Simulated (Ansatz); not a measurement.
The same molecule with X = C, Si, Ge. Ansatz, PBE0-D4/def2-TZVP geometries, multiplicity 1.

Scalar relativity is left out up to krypton.

| X | molecule | mean X–H bond length / Å | mean X–N bond length / Å | LUMO energy (PBE0/def2-TZVPP) / eV | HOMO–LUMO gap (PBE0/def2-TZVPP) / eV | HOMO–LUMO gap (B3LYP/def2-TZVPP) / eV |
| --- | --- | --- | --- | --- | --- | --- |
| Si | `BN[SiH3]` | 1.485 | 1.745 | -0.17 | 8.35 | 7.89 |
| Ge | `B[NH][GeH3]` | 1.535 | 1.854 | 0.06 | 8.40 | 7.93 |

Problem. Give the row for X = C, `BNC`. (Estimate.)

Solution. Ansatz gave: 
```csv
X,molecule,mean X–H bond length / Å,mean X–N bond length / Å,LUMO energy (PBE0/def2-TZVPP) / eV,HOMO–LUMO gap (PBE0/def2-TZVPP) / eV,HOMO–LUMO gap (B3LYP/def2-TZVPP) / eV
C,`BNC`,1.093,1.444,0.25,8.14,7.66
```

From C to Ge the mean X–H bond length rises at each step, by 0.442 Å in all; the mean X–N bond length rises at each step, by 0.410 Å in all; the LUMO energy (PBE0/def2-TZVPP) isn't monotonic: highest at C, lowest at Si; the HOMO–LUMO gap (PBE0/def2-TZVPP) rises at each step, by 0.26 eV in all; the HOMO–LUMO gap (B3LYP/def2-TZVPP) rises at each step, by 0.27 eV in all. Bonds lengthen as the atom grows down the group.

B3LYP here is the variant with VWN-RPA as its local correlation; programs differ in this.
